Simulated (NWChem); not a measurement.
## Basis-set convergence for HClSn

```xyz
3

Sn    -0.4221     0.4225     0.0000
H      0.8175     1.7112     0.0000
Cl     1.1933    -1.3434     0.0000
```
Charge 0, spin multiplicity 1.

Program: NWChem. All single points use one geometry, from PBE0/def2-SVP with def2 effective core potentials on Sn, a minimum by its harmonic frequencies.

Quantity: LUMO energy at the level PBE.

Effective core potentials replace the inner electrons of Sn; spin-orbit coupling is left out. The structure started from a generated list of species.

Relative cost: rough, from shared machines, SCF included, def2-SVP = 1.

### Question
In def2-QZVP the value is -3.83 eV. Among def2-SVP, def2-SVPD, def2-TZVP, def2-TZVPP, def2-TZVPD, which is the smallest basis within 0.1 eV of it?

### Answer
def2-SVPD, with 67 functions against 182 and about 7 % of the time (also within reach: def2-TZVP, def2-TZVPP, def2-TZVPD). def2-QZVP isn't the basis-set limit itself, and a small set can land close by cancellation.

| basis | functions | LUMO energy (eV) | relative cost |
|---|---|---|---|
| def2-SVP | 49 | -3.69 | 1 |
| def2-SVPD | 67 | -3.87 | under 3 |
| def2-TZVP | 93 | -3.80 | under 3 |
| def2-TZVPP | 106 | -3.80 | under 3 |
| def2-TZVPD | 111 | -3.85 | under 3 |
| def2-QZVP | 182 | -3.83 | 10 |
